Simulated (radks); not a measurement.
Values are calculated unless marked as measured or tabulated.
Ar III, 16 electrons, occupied as [Ne] 3s2 3p4 (the NIST ground configuration).

Code: a radial shooting solver on a logarithmic mesh with Libxc functionals. Model: scalar-relativistic Kohn-Sham, PBE, spin-polarised, spherical densities, finite nucleus; open shells are filled with parallel spins first; Fermi nuclear charge, rms radius 3.4274 fm.

Energy parts (eV):
total: -14357.576
kinetic: 14434.386
electron-nucleus: -33813.654
Hartree: 5837.683
exchange-correlation: -815.990

Orbitals (lengths in bohr, moments of r in powers of bohr; r(max) is where P^2 peaks):
orbital	occ.	eigenvalue (eV)	r(max)	<1/r>
1s up	1	-3151.272	0.05606	17.69
1s down	1	-3150.818	0.05606	17.70
2s up	1	-327.0589	0.3384	3.556
2s down	1	-326.6555	0.3385	3.555
2p up	3	-260.1404	0.2805	3.457
2p down	3	-259.5602	0.2808	3.456
3s up	1	-51.6607	1.149	1.046
3s down	1	-49.0309	1.149	1.042
3p up	3	-36.4684	1.228	0.9298
3p down	1	-33.9825	1.232	0.9201

The highest occupied level is 3p down at -33.982 eV. Summed over all electrons, <r^2> = 15.57 bohr^2, which gives a Langevin (diamagnetic) susceptibility term of -12.3 x 10^-6 cm^3/mol. Spin moment in Bohr magnetons: 2. The electron density at the nucleus is 4358 e/bohr^3 (large components only).
